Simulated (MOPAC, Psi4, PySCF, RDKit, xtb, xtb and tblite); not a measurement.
Torsional profile of C8H7Cl, SMILES c1(Cl)ccccc1C=C. Scanned: dihedral C1–C2–C3–C4; all other coordinates were relaxed at GFN2-xTB. Points at φ and −φ are mirror images.

Geometry of the scan point at -100° (Å):
```
16

C      2.7270    -0.6163     0.1641
C      1.8827     0.3980     0.1889
C      0.4171     0.2405     0.1027
C     -0.2447     0.4511    -1.1021
C     -1.6152     0.2927    -1.1991
C     -2.3495    -0.0805    -0.0861
C     -1.7124    -0.2968     1.1228
C     -0.3390    -0.1394     1.2079
Cl     0.4492    -0.4109     2.7267
H      3.7926    -0.4717     0.2170
H      2.3820    -1.6352     0.1002
H      2.2397     1.4192     0.2460
H      0.3328     0.7406    -1.9678
H     -2.1099     0.4592    -2.1441
H     -3.4194    -0.2045    -0.1559
H     -2.2719    -0.5881     1.9980
```

- GFN2-xTB (xtb and tblite)
- MMFF94 // GFN2-xTB (RDKit)
- B3LYP/def2-SVP // GFN2-xTB (Psi4)
- B3LYP-D3(BJ)/def2-SVP // GFN2-xTB (Psi4)
- PBE/def2-SVP // GFN2-xTB (Psi4)
- PBE-D3(BJ)/def2-SVP // GFN2-xTB (Psi4)
- UFF // GFN2-xTB (RDKit)
- PM3, restricted, heats of formation // GFN2-xTB (MOPAC)
- PM6, restricted, heats of formation // GFN2-xTB (MOPAC)
- GFN1-xTB // GFN2-xTB (xtb)
- RKS-B3LYP/6-31G* = restricted B3LYP/6-31G*, spherical d, density fitting // GFN2-xTB in PySCF
- RHF/LANL2DZ = restricted Hartree-Fock/LANL2DZ, with its core potentials past Ne // GFN2-xTB in PySCF
- RMP2/6-31G* = restricted MP2 (frozen core)/6-31G*, spherical d // GFN2-xTB (PySCF)
- RHF/STO-3G = PySCF with restricted Hartree-Fock/STO-3G // GFN2-xTB

Least-squares fit of E(φ) = a0 + Σ (a_n cos nφ + b_n sin nφ), n = 1 to 4, to the 18 scan points, in kcal/mol above the lowest point of each profile (levels whose profile four harmonics don't fit are not listed):

```
method                   a0     a1    b1     a2    b2     a3    b3    a4    b4  rms of fit
---------------------  ----  -----  ----  -----  ----  -----  ----  ----  ----  ----------
GFN2-xTB               1.38  -0.85  0.00  -0.75  0.00  -0.16  0.00  0.50  0.00        0.01
MMFF94                 1.79  -1.96  0.00   1.15  0.00  -0.26  0.00  0.66  0.00        0.07
B3LYP/def2-SVP         2.52  -1.45  0.00  -1.80  0.00   0.37  0.00  0.36  0.00        0.02
B3LYP-D3(BJ)/def2-SVP  2.39  -1.30  0.00  -1.80  0.00   0.32  0.00  0.40  0.00        0.02
PBE/def2-SVP           2.73  -1.35  0.00  -2.08  0.00   0.35  0.00  0.35  0.00        0.02
PBE-D3(BJ)/def2-SVP    2.65  -1.28  0.00  -2.07  0.00   0.32  0.00  0.37  0.00        0.02
UFF                    2.66  -2.32  0.00   0.26  0.00  -0.99  0.00  1.63  0.00        0.20
PM3                    1.01  -1.02  0.00  -0.02  0.00  -0.22  0.00  0.36  0.00        0.08
PM6                    0.92  -0.97  0.00   0.58  0.00  -0.26  0.00  0.53  0.00        0.10
GFN1-xTB               1.62  -0.87  0.00  -1.08  0.00  -0.09  0.00  0.44  0.00        0.02
RKS-B3LYP/6-31G*       2.35  -1.58  0.00  -1.46  0.00   0.39  0.00  0.42  0.00        0.02
RHF/LANL2DZ            2.21  -1.81  0.00  -0.98  0.00   0.37  0.00  0.42  0.00        0.03
RMP2/6-31G*            1.93  -1.52  0.00  -0.42  0.00   0.29  0.00  0.60  0.00        0.04
RHF/STO-3G             1.99  -1.49  0.00  -0.77  0.00  -0.16  0.00  0.47  0.00        0.02
```
